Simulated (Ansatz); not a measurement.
Sn3F2. The state is a singlet with charge 0. Geometry PBE-D4/def2-SVP, basis def2-TZVP, Ansatz.

```xyz
5

Sn    1.0091   -0.7613   -1.5768
Sn    1.2707    1.5621    0.1668
Sn   -1.5531    0.1792   -0.0065
F    -0.2299    0.6986    1.5995
F    -0.4969   -1.6787   -0.1831
```

| run | HOMO (eV) | LUMO (eV) |
| --- | --- | --- |
| A | -4.41 | -3.06 |
| B | -4.14 | -3.04 |
| C | -6.70 | -0.85 |
| D | -4.20 | -3.15 |
| E | -4.99 | -2.50 |

In the def2 sets Sn takes a core potential; there is no spin–orbit coupling. The structure comes from a short search, and lower isomers may exist.

Q: The runs used PBE, PBE0, r2SCAN, revPBE, ωB97M-V. Estimate which is which.

A: A r2SCAN (0 % exact exchange); B revPBE (0 % exact exchange); C ωB97M-V (range-separated); D PBE (0 % exact exchange); E PBE0 (25 % exact exchange). Exact exchange lowers occupied and raises empty levels; among semilocal functionals meta-GGAs tend to open the gap a little, and such runs are hard to tell apart. The gap grows from 1.06 eV (PBE) to 5.85 eV (ωB97M-V). The restricted singlet is unstable towards broken spin symmetry in Hartree–Fock (as tested in another run); at r2SCAN-D4/def2-TZVP, revPBE-D4/def2-TZVP, ωB97M-V/def2-TZVP, PBE-D4/def2-TZVP and others this wasn't settled.
